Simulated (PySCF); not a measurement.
**The 8-electron isoelectronic series, spin-free X2C**

Calculated with PySCF 2.14 from differences of total energies of unrestricted determinants, without spin-orbit coupling. Each ion has its own even-tempered basis scaled to its charge (19s13p5d5f4g for the first); frozen: nothing. Ionisation energies in eV, correlation energies of the ion in mhartree.

```json
{"ion": "Eu⁵⁵⁺", "configuration": "[He] 2s2 2p4 (3P)", "UHF": "11644.4", "LDA": "11638.0", "PBE": "11647.4", "PBE0": "11647.1", "r2SCAN": "11649.6", "MP2 (all electrons)": "11646.1", "E_corr MP2": "-309.4", "NIST (with spin-orbit, Breit and QED)": "11457 ± 5 (t)"}
{"ion": "Gd⁵⁶⁺", "configuration": "[He] 2s2 2p4 (3P)", "UHF": "12063.5", "LDA": "12056.9", "PBE": "12066.5", "PBE0": "12066.2", "r2SCAN": "12068.9", "MP2 (all electrons)": "12065.3", "E_corr MP2": "-312.0", "NIST (with spin-orbit, Breit and QED)": "11861 ± 5 (t)"}
{"ion": "Tb⁵⁷⁺", "configuration": "[He] 2s2 2p4 (3P)", "UHF": "12490.7", "LDA": "12483.9", "PBE": "12493.7", "PBE0": "12493.4", "r2SCAN": "12496.2", "MP2 (all electrons)": "12492.5", "E_corr MP2": "-312.4", "NIST (with spin-orbit, Breit and QED)": "12272 ± 6 (t)"}
{"ion": "Dy⁵⁸⁺", "configuration": "[He] 2s2 2p4 (3P)", "UHF": "12926.0", "LDA": "12919.0", "PBE": "12929.0", "PBE0": "12928.8", "r2SCAN": "12931.5", "MP2 (all electrons)": "12927.8", "E_corr MP2": "-315.1", "NIST (with spin-orbit, Breit and QED)": "12690 ± 6 (t)"}
{"ion": "Ho⁵⁹⁺", "configuration": "[He] 2s2 2p4 (3P)", "UHF": "13369.5", "LDA": "13362.3", "PBE": "13372.5", "PBE0": "13372.2", "r2SCAN": "13375.1", "MP2 (all electrons)": "13371.2", "E_corr MP2": "-315.6", "NIST (with spin-orbit, Breit and QED)": "13116 ± 7 (t)"}
{"ion": "Er⁶⁰⁺", "configuration": "[He] 2s2 2p4 (3P)", "UHF": "13821.1", "LDA": "13813.7", "PBE": "13824.2", "PBE0": "13823.9", "r2SCAN": "13826.8", "MP2 (all electrons)": "13822.9", "E_corr MP2": "-318.5", "NIST (with spin-orbit, Breit and QED)": "13548 ± 10 (t)"}
{"ion": "Tm⁶¹⁺", "configuration": "[He] 2s2 2p4 (3P)", "UHF": "14281.0", "LDA": "14273.4", "PBE": "14284.1", "PBE0": "14283.8", "r2SCAN": "14286.8", "MP2 (all electrons)": "14282.8", "E_corr MP2": "-319.1", "NIST (with spin-orbit, Breit and QED)": "13988 ± 12 (t)"}
{"ion": "Yb⁶²⁺", "configuration": "[He] 2s2 2p4 (3P)", "UHF": "14749.2", "LDA": "14741.4", "PBE": "14752.4", "PBE0": "14752.1", "r2SCAN": "14755.1", "MP2 (all electrons)": "14751.0", "E_corr MP2": "-320.7", "NIST (with spin-orbit, Breit and QED)": "14435 ± 15 (t)"}
{"ion": "Lu⁶³⁺", "configuration": "[He] 2s2 2p4 (3P)", "UHF": "15225.8", "LDA": "15217.8", "PBE": "15229.0", "PBE0": "15228.7", "r2SCAN": "15231.8", "MP2 (all electrons)": "15227.6", "E_corr MP2": "-322.7", "NIST (with spin-orbit, Breit and QED)": "14890 ± 19 (t)"}
{"ion": "Hf⁶⁴⁺", "configuration": "[He] 2s2 2p4 (3P)", "UHF": "15710.8", "LDA": "15702.6", "PBE": "15714.0", "PBE0": "15713.7", "r2SCAN": "15716.9", "MP2 (all electrons)": "15712.6", "E_corr MP2": "-324.3", "NIST (with spin-orbit, Breit and QED)": "15351 ± 24 (t)"}
```

Each ion has its own basis, which adds noise of up to about 0.1 % along the series.

NIST values marked (s) are semi-empirical, (t) theoretical. Open shells are high-spin determinants of the terms that Hund's rules give; for the heavier ions, far from LS coupling, these are not the ground levels.

Spin-orbit coupling of the open shells is absent from the calculated values and included in NIST's; it grows fast with Z.

At high Z the X2C-1e correlation energies are inflated by the missing two-electron picture change in the 1s pairs.
